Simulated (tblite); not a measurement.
C6H10FO (doublet state).
Numbering: `[F:1][C@H:2]1[CH2:3][CH:4][CH2:5][CH2:6][O:7][CH2:8]1` (hydrogens: H9 on C2; H10, H11 on C3; H12 on C4; H13, H14 on C5; H15, H16 on C6; H17, H18 on C8)

Structure used (GFN2-xTB), in Å, numbered top down from 1:
```
atom  x, y, z in Å
F1    -2.2922    0.9105    1.3717
C2    -1.0654    0.4414    0.9307
C3    -1.3056   -0.8664    0.1820
C4    -0.0815   -1.4467   -0.4170
C5     1.2795   -0.9612   -0.1168
C6     1.5587    0.4616   -0.6739
O7     0.9872    1.4929    0.0910
C8    -0.4159    1.5384    0.0727
H9    -0.4618    0.2886    1.8340
H10   -2.0560   -0.6789   -0.5980
H11   -1.7741   -1.5806    0.8770
H12   -0.2132   -2.2161   -1.1574
H13    1.4554   -0.9083    0.9635
H14    2.0151   -1.6376   -0.5533
H15    1.2107    0.5184   -1.7158
H16    2.6330    0.6571   -0.6444
H17   -0.6857    2.5084    0.5001
H18   -0.7969    1.4848   -0.9577
```

Calculated harmonic vibrations of the isolated species, GFN2-xTB (tblite), most abundant isotopes, no scaling. Against measured fundamentals such values can be off by several per cent, at times by over 20. One conformer, not necessarily the lowest. Open shells enter through the occupations alone, without spin polarisation, and single modes of such species can be off by tens of per cent.

Harmonic wavenumbers (cm⁻¹): 60.1, 136.5, 220.0, 306.2, 320.4, 339.1, 383.1, 408.0, 451.9, 549.6, 554.9, 839.3, 853.6, 899.9, 928.2, 968.3, 995.7, 1009.6, 1037.7, 1056.0, 1100.7, 1114.9, 1142.7, 1181.4, 1198.9, 1221.5, 1265.1, 1268.8, 1275.9, 1295.9, 1318.9, 1331.8, 1345.7, 1350.6, 1447.9, 1454.5, 1458.2, 1463.7, 2839.5, 2868.9, 2877.3, 2903.5, 2916.4, 2924.9, 2969.5, 2970.6, 2995.9, 3115.9.

A = 3144, B = 1805, C = 1256 MHz; mass 117.072 u (most abundant isotopes); point group C1, symmetry number 1; spin multiplicity 2.

**Question.** What is the zero-point energy?

**Answer.** Half the sum of the wavenumbers: 32469 cm⁻¹ = 92.83 kcal/mol.

**Question.** Give the ideal-gas entropy at 298.15 K and 1 bar in the rigid-rotor, harmonic-oscillator model (classical rotation).

**Answer.** Translation 40.21, rotation 28.20, vibration 18.63, spin (R ln 2) 1.38: S = 88.4 cal/(mol K).

**Question.** And Cp and H(298.15 K) − H(0)?

**Answer.** Cp = 31.99 cal/(mol K), of which vibrations give 24.04 (their classical limit is 48 R = 95.4); H(298.15 K) − H(0) = 5.57 kcal/mol without the zero-point energy, 3.20 from vibrations.

**Question.** How do the functions run with temperature in this model?

**Answer.** 
```json
{"T (K)": "50", "S (cal/(mol K))": "57.0", "Cp (cal/(mol K))": "10.3", "H − H(0) (kcal/mol)": "0.44", "G − H(0) (kcal/mol)": "-2.40", "ln q(vib)": "0.22"}
{"T (K)": "100", "S (cal/(mol K))": "65.2", "Cp (cal/(mol K))": "14.1", "H − H(0) (kcal/mol)": "1.05", "G − H(0) (kcal/mol)": "-5.47", "ln q(vib)": "0.78"}
{"T (K)": "373.15", "S (cal/(mol K))": "96.4", "Cp (cal/(mol K))": "39.5", "H − H(0) (kcal/mol)": "8.25", "G − H(0) (kcal/mol)": "-27.72", "ln q(vib)": "5.37"}
{"T (K)": "500", "S (cal/(mol K))": "109.6", "Cp (cal/(mol K))": "50.8", "H − H(0) (kcal/mol)": "14.00", "G − H(0) (kcal/mol)": "-40.80", "ln q(vib)": "7.87"}
{"T (K)": "750", "S (cal/(mol K))": "133.5", "Cp (cal/(mol K))": "66.8", "H − H(0) (kcal/mol)": "28.87", "G − H(0) (kcal/mol)": "-71.25", "ln q(vib)": "12.99"}
{"T (K)": "1000", "S (cal/(mol K))": "154.2", "Cp (cal/(mol K))": "77.0", "H − H(0) (kcal/mol)": "46.93", "G − H(0) (kcal/mol)": "-107.27", "ln q(vib)": "18.02"}
```

q(vib) and H(0) count from the zero-point level.

**Question.** Blend soft modes into free rotors: weight 1/[1 + (100 cm⁻¹/ν̃)⁴] for the oscillator and the rest for a rotor with moment μB/(μ + B), μ = h/(8π²ν), B = 10⁻⁴⁴ kg m². What vibrational entropy results?

**Answer.** 17.61 cal/(mol K) in place of 18.63, which changes −T·S at 298.15 K by +0.30 kcal/mol.

**Question.** Which modes carry the vibrational entropy at 298.15 K?

**Answer.** 60.1 cm⁻¹: 4.45; 136.5 cm⁻¹: 2.85; 220.0 cm⁻¹: 1.96; 306.2 cm⁻¹: 1.38; 320.4 cm⁻¹: 1.31; 339.1 cm⁻¹: 1.22 cal/(mol K); the other 42 give 5.45 together.

**Question.** What must be added to the electronic energy to get the Gibbs energy at 298.15 K and 1 bar?

**Answer.** ZPE + [H(298.15 K) − H(0)] − T·S = 92.83 + 5.57 − 26.36 = 72.04 kcal/mol.

Hindered rotation and anharmonicity are outside this model. Other conformers, if any are populated, would add a mixing term that is left out. The structure is chiral; the term R ln 2 for an equal mix with its mirror image is left out.

Time: 0.53 s wall. Hardware: one thread of an Arm Neoverse V1, shared host with 64 logical CPUs at a one-minute load of 19. The figure is for the frequency step alone.
